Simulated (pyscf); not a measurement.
HO–SiH₂–AsH–SiH₃ (SMILES O[SiH2][AsH][SiH3]), singlet

Gas-phase minimum from PySCF at ωB97X-D3(BJ)/def2-SVP, one conformer. HO–SiH₂–AsH–SiH₃ lies 16.7 kcal/mol over its isomer H₃Si–O–SiH₂–AsH₂ (electronic energy, ωB97M-D3(BJ)/def2-TZVP). 

```xyz
11

O      0.2920    -3.5142    -1.3355
Si    -0.3276    -2.1970    -0.5183
As     0.9111    -0.3251    -1.1577
Si    -0.1447     0.9211     0.5310
H     -0.1459    -4.3605    -1.1967
H     -1.7811    -2.0175    -0.8129
H     -0.1763    -2.3450     0.9627
H     -0.1002     0.0944    -2.2110
H     -0.1526     2.3622     0.1526
H      0.6325     0.7398     1.7897
H     -1.5498     0.4744     0.7738
```

Bonds (Å): O1–Si2 1.669, O1–H5 0.963, Si2–As3 2.334, Si2–H6 1.494, Si2–H7 1.496, As3–Si4 2.349, As3–H8 1.519, Si4–H9 1.490, Si4–H10 1.490, Si4–H11 1.494. Angles (°): Si2–O1–H5 117.0, O1–Si2–As3 107.6, O1–Si2–H6 111.1, O1–Si2–H7 111.7, As3–Si2–H6 111.5, As3–Si2–H7 107.3, H6–Si2–H7 107.8, Si2–As3–Si4 89.4, Si2–As3–H8 93.3, Si4–As3–H8 93.0, As3–Si4–H9 109.4, As3–Si4–H10 108.0, As3–Si4–H11 112.4, H9–Si4–H10 109.6 (the first ones only).

Properties at ωB97X-D3(BJ)/def2-SVP:

* **Harmonic wavenumbers, unscaled**: 54, 92, 127, 186, 202, 385, 392, 468, 476, 578, 689, 735, 753, 779, 869, 905, 948, 954, 963, 988, 2222, 2231, 2239, 2259, 2261, 2270, 3926 cm⁻¹
* **Zero-point energy**: 41.4 kcal/mol
* **Rotational symmetry number**: 1
* **Entropy of this conformer at 298 K and 1 atm, rigid rotor and harmonic oscillator, modes under 100 cm⁻¹ raised to 100**: 372.9 J/(mol K)
* **Dipole moment**: 1.77 D

Single-point totals, which compare only within one level:

| level | total energy (hartree) |
|---|---|
| ωB97X-D3(BJ)/def2-TZVP | -2894.42456 |
| PBE/def2-TZVP | -2893.67101 |
| r²SCAN/def2-TZVP | -2894.30075 |
| B3LYP-D3(BJ)/def2-TZVP | -2894.51054 |
| PBE0-D3(BJ)/def2-TZVP | -2893.80992 |
| M06-2X/def2-TZVP | -2894.32966 |
| ωB97M-D3(BJ)/def2-TZVP | -2894.51443 |

Soft torsions are taken as harmonic, which can shift the entropy by several J/(mol K). Elements up to Kr have no core potential and no relativistic terms here.
